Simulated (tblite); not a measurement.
C₂H₁₂GaN₃Si.
Numbering: `[CH3:1][NH:2][Ga:3]([NH:4][CH3:5])[NH:6][SiH3:7]` (hydrogens: H8, H9, H10 on C1; H11 on N2; H12 on N4; H13, H14, H15 on C5; H16 on N6; H17, H18, H19 on Si7)

Computed with GFN2-xTB (tblite), gas phase: L-BFGS steps from a force-field or distance-geometry start until the largest atomic force falls under 0.01 eV/Å.

Geometry at step 33:
```
atom  x, y, z in Å
C1     -1.1766    2.6568   -0.8769
N2     -0.1072    2.0412   -0.0852
Ga3     0.0975    0.2447    0.3277
N4      1.6591   -0.5566    0.8657
C5      3.0202   -0.4927    0.3373
N6     -1.3905   -0.8836    0.3590
Si7    -1.7925   -2.4880   -0.1883
H8     -2.0989    2.0676   -0.8588
H9     -1.3918    3.6639   -0.5156
H10    -0.8642    2.7266   -1.9227
H11     0.2174    2.6622    0.6458
H12     1.6444   -1.0957    1.7257
H13     3.6980    0.1373    0.9326
H14     3.0025   -0.0825   -0.6738
H15     3.4424   -1.5042    0.2859
H16    -2.2039   -0.3667    0.6752
H17    -1.3420   -2.6862   -1.5791
H18    -3.2705   -2.5187   -0.1290
H19    -1.1533   -3.5161    0.6671
```

Task: Give the atomic forces at this geometry.

Result: 
| atom | Fx (eV/Å) | Fy (eV/Å) | Fz (eV/Å) |
| --- | --- | --- | --- |
| C1 | 0.032 | -0.030 | 0.012 |
| N2 | 0.143 | 0.046 | -0.061 |
| Ga3 | -0.168 | -0.281 | 0.226 |
| N4 | 0.192 | -0.016 | -0.075 |
| C5 | 0.067 | 0.004 | -0.050 |
| N6 | -0.153 | 0.012 | -0.013 |
| Si7 | 0.074 | 0.091 | 0.031 |
| H8 | -0.032 | -0.001 | 0.067 |
| H9 | -0.052 | -0.069 | 0.000 |
| H10 | 0.033 | 0.031 | -0.047 |
| H11 | 0.071 | 0.044 | -0.039 |
| H12 | -0.097 | 0.059 | -0.074 |
| H13 | -0.120 | -0.084 | 0.060 |
| H14 | -0.060 | 0.014 | 0.015 |
| H15 | 0.032 | 0.111 | -0.012 |
| H16 | -0.012 | -0.038 | -0.060 |
| H17 | -0.007 | 0.017 | 0.076 |
| H18 | 0.197 | -0.084 | 0.038 |
| H19 | -0.140 | 0.176 | -0.095 |

The largest, 0.40 eV/Å, acts on Ga3; the rms over all components is 0.092 eV/Å. The forces sum to zero within rounding, as they must for an isolated molecule in no field.

Task: Give the force on Ga3 in Eh/bohr and in nN.

Result: 0.398 eV/Å ÷ 51.422 = 0.00774 Eh/bohr, and 0.398 eV/Å × 1.602 = 0.64 nN.

Task: How far is this geometry from the end of the optimisation?

Result: 0.304 eV above it, and 0.689 Å rms away after alignment. The bonds farthest from their final lengths, with half the difference of the two atoms' forces along the bond (positive lengthens):

| bond | now (Å) | final (Å) | force along bond (eV/Å) |
| --- | --- | --- | --- |
| Si7–H19 | 1.482 | 1.469 | -0.11 |
| Si7–H18 | 1.480 | 1.468 | -0.06 |
| Ga3–N6 | 1.868 | 1.857 | -0.10 |
| N6–Si7 | 1.742 | 1.735 | -0.07 |
| C1–N2 | 1.466 | 1.459 | 0.00 |
| C1–H9 | 1.091 | 1.096 | -0.01 |

The angle farthest from its final value is Ga3–N6–Si7, 137.3° against 126.0°.

Of the 3 listed bonds off by 0.010 Å or more, this force points towards the final length in 3.

The cost below is that of the whole relaxation. Hardware: one thread, Arm Neoverse N1 (aarch64), no GPU, shared host. Cost: 2.7 s of wall time.
